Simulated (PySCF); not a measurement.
Polarisability and C₆ of Rb (rubidium, neutral)

[Kr] 5s1, 2S determinant. Calculation: PySCF 2.14, in aug-cc-pVTZ-X2C (8s7p5d2f, 68 functions); scalar relativity by spin-free X2C-1e. Coupled (time-dependent) response in atomic units; α is the mean over directions.

| method | mean α (bohr³) | C₆ (like pair) | S(−4) |
| --- | --- | --- | --- |
| UHF | 481.3 | 8497 | 213200 |
| PBE | 357.3 | 5493 | 117900 |
| PBE0 | 390.6 | 6255 | 140600 |
| BP86 | 312.4 | 4543 | 89080 |

S(−4) is the Cauchy moment in α(ω) = α(0) + S(−4) ω² + …

Reference α: 319.8 ± 0.3 bohr³ (recommended; Schwerdtfeger and Nagle, table of static dipole polarizabilities (2023 update)). Published C₆: 4769 (Chu and Dalgarno (2004); Tang, Norbeck and Certain (1976)).

Hartree-Fock lies above the reference because it lacks correlation, which contracts the outer shell.

α(iu) at PBE0:

```tsv
u (hartree)	α(iu) (bohr³)
0	390.6
0.0500	207.8
0.100	90.62
0.200	32.96
0.300	19.26
0.500	10.80
0.750	6.913
1.00	4.856
1.50	2.716
2.00	1.697
3.00	0.8236
5.00	0.3125
```
